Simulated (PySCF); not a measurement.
# Computed properties of C2, SMILES [C]=[C]

C2, SMILES [C]=[C] (connectivity only; charge and spin as stated), neutral, multiplicity 1. Coordinates come from a PBE0-D3(BJ)/def2-TZVPD optimisation. One conformer was computed; it need not be the lowest. All values are computed for the isolated molecule unless a solvent is named; none is compared with measurement here.

**Structure.** The optimised structure has D∞h symmetry. All 1 harmonic modes at PBE0-D3(BJ)/def2-TZVPD (PySCF) are real, so it is a minimum.

**Vibrations.** No mode carries more than 0.5 km/mol of infrared intensity. The softest mode is at 1901 cm⁻¹ and the zero-point energy is 2.7 kcal/mol.

**Electronic structure.** ωB97X/def2-TZVPD (PySCF) places the frontier levels at -11.82 and -4.73 eV, a gap of 7.09 eV, and gives a dipole moment of 0.00 D and a mean polarisability of 48.9 bohr³.

**Excitations.** TDA-M06-2X/def2-TZVPD (PySCF) has S1 at 4.28 eV (290 nm, f = 0.099, bright); the most intense of the 10 singlets computed lies at 9.15 eV (f = 0.21). Strengths of degenerate partners are summed. T1 (TDA) is at 0.52 eV, 3.76 eV under S1. No vertical singlet excitation falls in the visible range (under 3.1 eV).

**NMR.** GIAO shifts at B3LYP/pcSseg-2 (PySCF) (non-relativistic, atoms alike by connectivity averaged): ¹³C at -53.3 ppm against TMS.
